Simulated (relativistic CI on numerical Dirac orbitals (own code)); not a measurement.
Au LII: q coefficients and field-shift factors

Calculated at this level of theory: Dirac-Coulomb-Breit CI, KLI orbitals optimised for each configuration, derivatives by finite differences, unscaled Slater integrals, QED left out (own radial code, finite nucleus).

CI space (outside the closed core [Ne] 3s2): 3p6 3d10, 3p6 3d9 4s, 3p6 3d9 4p, 3p6 3d9 4d, 3p5 3d10 4s, 3p6 3d9 4f, 3p5 3d10 4p, 3p6 3d8 4s2. Levels of other configurations are missing.

With x = (α/α₀)² − 1 an excitation energy changes as ω = ω₀ + qx; K = 2q/ω₀ is the relative enhancement. Terms are leading LS components, so labels can repeat. The field-shift factor is F = δν/δ⟨r²⟩ for the transition from the lowest level.

Lowest level 3p6 3d10 1S_0.

| Level | ω₀ (cm⁻¹) | q (cm⁻¹) | F (GHz/fm²) |
| --- | --- | --- | --- |
| 3p6 3d9 4s 3D_3 | 14970835 | -2.249e+06 | 4160 |
| 3p6 3d9 4s 1D_2 | 14987830 | -2.246e+06 | 4160 |
| 3p6 3d9 4s 3D_1 | 15706044 | -1.502e+06 | 4190 |
| 3p6 3d9 4s 3D_2 | 15716660 | -1.502e+06 | 4190 |
| 3p6 3d9 4p 3P°_2 | 15864173 | -2.069e+06 | 512 |
| 3p6 3d9 4p 3F°_3 | 15875012 | -2.072e+06 | 507 |
| 3p6 3d9 4p 3F°_2 | 16599674 | -1.327e+06 | 533 |
| 3p6 3d9 4p 3D°_1 | 16630029 | -1.319e+06 | 532 |
| 3p6 3d9 4p 3F°_4 | 17037041 | -597300 | 222 |
| 3p6 3d9 4p 1D°_2 | 17052475 | -599100 | 231 |
| 3p6 3d9 4p 1P°_1 | 17062651 | -596900 | 234 |
| 3p6 3d9 4p 3D°_3 | 17081728 | -594500 | 222 |
| 3p6 3d9 4p 3P°_0 | 17742278 | 153800 | 251 |

At this charge energies of transitions that change n are usually good to better than 1 %, and those within a shell (Δn = 0) to a few per cent.

Q: Which transition from the lowest level has the largest |K|?

A: 3p6 3d9 4s 3D_3 at 14970835 cm⁻¹, K = -0.3.
